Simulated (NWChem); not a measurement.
System: SeF4; SMILES F[Se](F)(F)F

Input file for NWChem:

```
start job
memory heap 200 mb stack 900 mb global 1100 mb
geometry units angstroms noautoz
  Se    -0.000000     0.000000     0.324874
  F      0.610979     1.661566     0.159099
  F      1.230656    -0.452528    -0.773883
  F     -0.610979    -1.661566     0.159099
  F     -1.230656     0.452528    -0.773883
end
basis spherical
  * library 6-311g**
end
dft
  xc hfexch
  iterations 150
  vectors input atomic output neutral.movecs
end
task dft energy
charge 1
dft
  odft
  mult 2
  vectors input atomic output cation.movecs
end
task dft energy
```

Coordinates come from a PBE0/def2-SVP optimisation.

Ions are spin-unrestricted doublets at the neutral geometry; other ion states weren't tried.

Q: Give the results of this calculation. (Hartree-Fock/6-311G** (spherical d), vertical spin-unrestricted ions.) Quantities: basis functions; vertical ionisation energy, ΔSCF (eV); −ε(HOMO) (eV).

A: 
```yaml
number_of_basis_functions: 116
vertical ionisation energy, ΔSCF (eV): 12.40
"−ε(HOMO) (eV)": 14.23
```
